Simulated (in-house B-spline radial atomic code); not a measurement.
A fraction x of an electron is added to 5d in neutral lanthanum, starting from [Xe] 5d1 6s2 and keeping the highest spin. All numbers are computed (scalar-relativistic (X2C) RPBE, spin-polarised, spherical fractional occupations; Fermi nucleus of rms radius 4.855 fm) with a B-spline radial code for spherical atoms, not measured.

```csv
x,E(x) - E(0) (eV),5d up level (eV)
0,0.0000,-3.299
0.1,-0.3009,-2.723
0.2,-0.5453,-2.167
0.3,?,?
0.4,?,?
0.5,-0.9591,-0.626
0.6,-0.9983,-0.163
```

Q: What belongs in the row x = 0.3?

A: An energy change of -0.7350 eV; 5d up at -1.631 eV.

Q: What belongs in the row x = 0.4?

A: An energy change of -0.8721 eV; 5d up at -1.116 eV.

Q: Check Janak's theorem between x = 0.1 and 0.2.

A: The slope of the energy is -2.44 eV; the orbital levels give -2.44 eV (ε of the filling orbital, averaged over the two points).

Q: Up to what added charge does this functional bind the extra electron?

A: The highest level rises by about 4.6 eV per electron near x = 0.6 and would reach zero near x = 0.64, so a whole extra electron isn't bound at the basis-set limit.
